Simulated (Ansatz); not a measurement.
GaClBr2, SMILES [Ga]([Br])([Cl])[Br].

The structure is a stationary point at B3LYP-D3(BJ)/def2-SVP.

Two levels are set side by side: PBE/def2-SVPD (Ansatz, a program for electronic structure) and PBE0/def2-SVPD (Ansatz). Energy differences of separate SCF runs at the same geometry; the states with an electron removed or added have multiplicity 2 and 2. Differences are taken from unrounded values.

```
quantity                            PBE0
---------------------------------  -----
vertical ionisation energy (eV)    10.86
vertical electron affinity (eV)     0.90
vertical singlet–triplet gap (eV)   4.87
```

### Question
What does PBE give, and how far is it from PBE0? (Estimate from the structure and the level; the computed values follow.)

### Answer

| quantity | PBE | PBE minus PBE0 |
|---|---|---|
| vertical ionisation energy (eV) | 10.32 | -0.54 |
| vertical electron affinity (eV) | 1.01 | 0.12 |
| vertical singlet–triplet gap (eV) | 4.28 | -0.59 |
